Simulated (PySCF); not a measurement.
Ionisation energy of Ir by level of theory

Ir [Xe] 4f14 5d7 6s2 (4F) → Ir⁺ [Xe] 4f14 5d7 6s1 (5F), as a difference of total energies. All numbers are calculated (PySCF 2.14, the spin-free X2C one-electron Hamiltonian (Gaussian nucleus), in x2c-TZVPPall (11s7p7d3f1g, 97 functions)). Correlated levels: valence: [Xe] 4f14 frozen. The calculations carry no spin-orbit coupling.

| method | ionisation energy (eV) | plus first-order spin-orbit estimate | error of that sum (eV) |
| --- | --- | --- | --- |
| UHF | 7.062 | 7.055 | -1.912 |
| MP2 (valence) | 8.610 | 8.602 | -0.365 |
| SCS-MP2 (valence) | 8.755 | 8.748 | -0.219 |
| CCSD (valence) | 8.570 | 8.563 | -0.404 |
| CCSD(T) (valence) | 8.692 | 8.685 | -0.282 |

Reference: 8.967 eV (measured; NIST Atomic Spectra Database, ionization energies).

A first-order spin-orbit estimate (lowest level to lowest level, LS coupling) adds -0.007 eV.

Errors of the correlated levels include the incompleteness of this basis and the frozen core.
